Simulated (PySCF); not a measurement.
# How ionic is MH along the alkali metals?

PBE0 in PySCF with def2-SVP on every atom (core potentials on Rb, Cs), for the lowest determinant that a PBE0 search found; no spin–orbit coupling. A negative dipole means M(+)H(−).

| M | state (unpaired electrons) | Re (Å) | μ (D) |
| --- | --- | --- | --- |
| Na | singlet (closed shell) | 1.893 | -6.25 |
| K | singlet (closed shell) | 2.275 | -7.86 |
| Rb | singlet (closed shell) | 2.418 | -8.17 |
| Cs | singlet (closed shell) | 2.577 | -8.17 |

Problem. Give the ionic character |μ|/(e·Re) of each, with 1 e·Å = 4.803 D, and the positive end.

Solution. NaH 69 % (Na positive), KH 72 % (K positive), RbH 70 % (Rb positive), CsH 66 % (Cs positive). Lone pairs and polarisation enter μ too, so this number is only a rough measure of charge transfer.

Spin–orbit coupling is left out.
